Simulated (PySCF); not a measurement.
# Computed structure and properties of LaSF

System: LaSF (singlet); start: template (Cs). Method: PySCF 2.14.0, RKS PBE0, La def2-SVP with ECP46, S def2-SVP, F def2-SVP; non-relativistic Hamiltonian with scalar-relativistic core potentials where named; density fitting; no spin-orbit coupling.

Input of the relaxation:

```python
mol = gto.M(atom='''
La    -0.17811     0.00000    -0.25827
S      2.06439     0.00000     0.74533
F     -2.17191     0.00000     0.63403''',
    basis={'La': 'def2-SVP', 'S': 'def2-SVP', 'F': 'def2-SVP'},
    ecp={'La': 'def2-SVP'},
    charge=0, spin=0)
mf = dft.RKS(mol, xc='PBE0')
mf.grids.atom_grid = (50, 194)  # f atoms: unpruned, at least (60, 302)
mf = mf.density_fit()  # fitting sets: La def2-universal-JKFIT, S def2-universal-JKFIT, F def2-universal-JKFIT
mf.conv_tol = 1e-08; mf.max_cycle = 55
mf.kernel(dm0)  # dm0: converged density of the start geometry
# quasi-Newton relaxation in Cartesian coordinates to a largest gradient under 0.00045 Eh/bohr, steps kept in the point group
```

Run from Python with OMP_NUM_THREADS=2; the lines above give its settings. Where DIIS fails, smearing, a level shift and second-order steps follow.
It took 7.4 s on 2 threads of Arm Neoverse V1 (shared host), from the converged density of the start.

Course of the relaxation:

| step | energy above end (eV) | largest force component within the symmetry (eV/Å) |
| --- | --- | --- |
| 0 | 0.1940 | 0.576 |
| 1 | 0.1041 | 0.507 |
| 2 | 0.0133 | 0.378 |
| 3 | 0.0015 | 0.122 |
| 4 | 0.0000 | 0.007 |
| 5 | 0.0000 | 0.002 |

Relaxed geometry (Cs):

```xyz
3

La   -0.1982    0.0000   -0.4991
S     1.8276    0.0000    0.8567
F    -1.9149    0.0000    0.7635
```

```csv
contact,Å
La1–S2 (S),2.438
La1–F3 (F),2.131
```

On the finer grid (75, 302):

```
HOMO                                                          : -5.78 eV
LUMO                                                          : -2.27 eV
Dipole about the centre of mass                               : 8.56 D
Set of Mulliken populations of La1 outside the core potential : s 2.16, p 6.16, d 1.75, f 0.13
D3(BJ) dispersion energy (not in the energies)                : -0.068 eV
```

```tsv
atom	Mulliken (e)	Löwdin (e)	spin (e)
La1	0.80	0.35	0.00
S2	-0.38	-0.08	0.00
F3	-0.42	-0.27	0.00
```

On the grid (50, 194), as all that follows. Harmonic modes: a minimum; lowest 123 cm⁻¹ (negative: unstable), highest 552 cm⁻¹, zero-point energy 0.069 eV.

Rigid scan of S along the line from its metal:

distance to S2 (Å), energy (eV) and a bar:
```
     2.14      1.251 ##############################
     2.24      0.490 ############
     2.34      0.107 ###
     2.44      0.000 
     2.54      0.085 ##
     2.64      0.305 #######
     2.74      0.613 ###############
     2.89      1.174 ############################
```

Taking off one F (charge -1, singlet; the rest: singlet) in vacuum, both parts rigid, costs 10.66 eV; the small basis without counterpoise inflates it. Most of it is the attraction of opposite charges; other ways to part are cheaper, and one spin state was tried for the rest.

Rigid scan of F along the line from its metal:

```tsv
distance to F3 (Å)	energy (eV)
1.83	1.367
1.93	0.520
2.03	0.111
2.13	0.000
2.23	0.081
2.33	0.288
2.53	0.890
2.83	1.926
3.23	3.191
3.73	4.391
```

One start shape was tried, so this needn't be the lowest isomer.
